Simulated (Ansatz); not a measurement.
Cost and result for the atomization energy of C₇H₁₃NO (`CC/C(=C/C(C)=O)NC`) (22 atoms, 21 bonds).

```xyz
22

C     0.254   -2.554   -0.450
C     0.403   -1.238   -1.210
C     0.208   -0.051   -0.317
C    -1.031    0.548   -0.215
C    -1.282    1.655    0.650
C    -2.672    2.238    0.678
O    -0.414    2.164    1.376
N     1.238    0.384    0.411
C     2.596   -0.077    0.320
H     0.395   -3.404   -1.121
H    -0.741   -2.627   -0.007
H     0.982   -2.638    0.359
H    -0.342   -1.191   -2.007
H     1.385   -1.191   -1.689
H    -1.837    0.158   -0.821
H    -3.057    2.189    1.700
H    -2.620    3.295    0.405
H    -3.363    1.726    0.008
H     0.990    1.189    0.997
H     2.673   -1.161    0.436
H     3.168    0.383    1.125
H     3.069    0.201   -0.628
```

Total charge 0; spin multiplicity 1. The geometry is a stationary point of PBE0-D4/def2-TZVP. It is one conformer, not always the lowest. Program: Ansatz. All runs use 4 threads of an AMD EPYC 7R13 on a shared host and a share of an NVIDIA H100 80 GB. Times are those of one run each, without the atoms' runs, and a repeat can differ threefold. Electronic energies, without spin–orbit coupling; frozen cores. CCSD(T)/CBS adds CCSD(T) − MP2 in def2-TZVPP to the MP2 limit, and its time is that of the two runs behind it. T1 = 0.015. HSE06 is the plane-wave form, built on full-range PBE exchange.

CCSD(T)/CBS is a level of theory with its own doubt, some kJ/mol a heavy atom from the limit and from the frozen cores, so smaller differences don't rank the functionals.

```json
{"level": "revPBE-D4/def2-TZVPP", "functions": "461", "wall time": "3.3 s"}
{"level": "BLYP-D4/def2-TZVPP", "functions": "461", "wall time": "3.5 s"}
{"level": "r2SCAN-D4/def2-TZVPP (with forces)", "functions": "461", "wall time": "3.6 s"}
{"level": "HSE06-D4/def2-TZVPP", "functions": "461", "wall time": "4 s"}
{"level": "ωB97X-V/def2-TZVPP", "functions": "461", "wall time": "4.8 s"}
{"level": "CCSD(T)/def2-SVP", "functions": "191", "wall time": "5.5 s"}
{"level": "BHLYP-D4/def2-TZVPP", "functions": "461", "wall time": "6 s"}
{"level": "B97M-V/def2-TZVPP", "functions": "461", "wall time": "6.5 s"}
{"level": "PBE-QIDH/def2-TZVPP", "functions": "461", "wall time": "7 s"}
{"level": "MP2/def2-QZVPP", "functions": "903", "wall time": "7.5 s"}
{"level": "ωB97M-V/def2-TZVPP (with forces)", "functions": "461", "wall time": "8.5 s"}
{"level": "CCSD(T)/def2-TZVPP", "functions": "461", "wall time": "38 s"}
{"level": "CCSD(T)/CBS(def2)", "functions": "–", "wall time": "45 s"}
```

**Question.** What atomization energy does each give, and how far from CCSD(T)/CBS? (An estimate is asked.)

**Answer.** Ansatz gave: 
```csv
level,atomization (kcal/mol),difference from CCSD(T)/CBS,per bond
revPBE-D4/def2-TZVPP,2204.6,17.1,0.8
BLYP-D4/def2-TZVPP,2199.9,12.4,0.6
r2SCAN-D4/def2-TZVPP (with forces),2202.3,14.8,0.7
HSE06-D4/def2-TZVPP,2216.8,29.3,1.4
ωB97X-V/def2-TZVPP,2195.9,8.4,0.4
CCSD(T)/def2-SVP,2100.1,-87.4,-4.2
BHLYP-D4/def2-TZVPP,2130.6,-56.9,-2.7
B97M-V/def2-TZVPP,2198.0,10.5,0.5
PBE-QIDH/def2-TZVPP,2188.6,1.1,0.1
MP2/def2-QZVPP,2204.0,16.5,0.8
ωB97M-V/def2-TZVPP (with forces),2199.0,11.5,0.6
CCSD(T)/def2-TZVPP,2135.6,-51.9,-2.5
CCSD(T)/CBS(def2),2187.5,0.0,0.0
```

At CCSD(T), def2-SVP lies −87.4 kcal/mol from the extrapolated value and def2-TZVPP −51.9 kcal/mol: correlation converges slowly with the basis, and small sets miss more of it in the bonded molecule than in its fragments. In def2-TZVPP, CCSD(T) changes the Hartree–Fock value by +540.0 kcal/mol (the triples alone add +35.2 kcal/mol) and MP2 by +577.9 kcal/mol; breaking electron pairs costs correlation energy, which Hartree–Fock lacks. From r2SCAN to r2SCAN0 (25 % exact exchange), in def2-TZVPP and without D4, the atomization energy moves by −33.2 kcal/mol: exact exchange takes away binding that semilocal exchange gives to molecules.
